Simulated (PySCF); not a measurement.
PySCF 2.14 output of an unrestricted PBE calculation on a single atom or ion in aug-cc-pwCVQZ (11s10p8d5f4g3h, 185 functions), with no relativity, point nucleus:

```
SCF conv_tol = 1e-09
number electrons alpha = 15  beta = 12
    J. P. Perdew, K. Burke, and M. Ernzerhof.,  Phys. Rev. Lett. 77, 3865 (1996)
    J. P. Perdew, K. Burke, and M. Ernzerhof.,  Phys. Rev. Lett. 78, 1396 (1997)
    J. P. Perdew, K. Burke, and M. Ernzerhof.,  Phys. Rev. Lett. 77, 3865 (1996)
    J. P. Perdew, K. Burke, and M. Ernzerhof.,  Phys. Rev. Lett. 78, 1396 (1997)
cycle= 1 E= -1382.4942339013  delta_E= -0.0255  |g|= 0.191  |ddm|= 0.552
cycle= 2 E= -1382.47360683513  delta_E= 0.0206  |g|= 0.419  |ddm|= 0.369
cycle= 3 E= -1382.50132266293  delta_E= -0.0277  |g|= 0.0303  |ddm|= 0.136
cycle= 4 E= -1382.50152130901  delta_E= -0.000199  |g|= 0.00144  |ddm|= 0.0154
cycle= 5 E= -1382.50152187202  delta_E= -5.63e-07  |g|= 0.000213  |ddm|= 0.00132
cycle= 6 E= -1382.50152188694  delta_E= -1.49e-08  |g|= 5.24e-05  |ddm|= 0.00031
cycle= 7 E= -1382.5015218877  delta_E= -7.57e-10  |g|= 9.62e-07  |ddm|= 4.08e-05
converged SCF energy = -1382.5015218877  <S^2> = 3.7557776  2S+1 = 4.0028878
```

The run itself started from symmetry-adapted Hartree-Fock orbitals and held the occupation by maximum overlap, on a logarithmic radial grid, so the iterations belong to that start.

Problem. Which element, charge and spin multiplicity is this?

Solution. Co (cobalt, neutral), multiplicity 4; the state was [Ar] 3d7 4s2, high-spin 4F determinant.
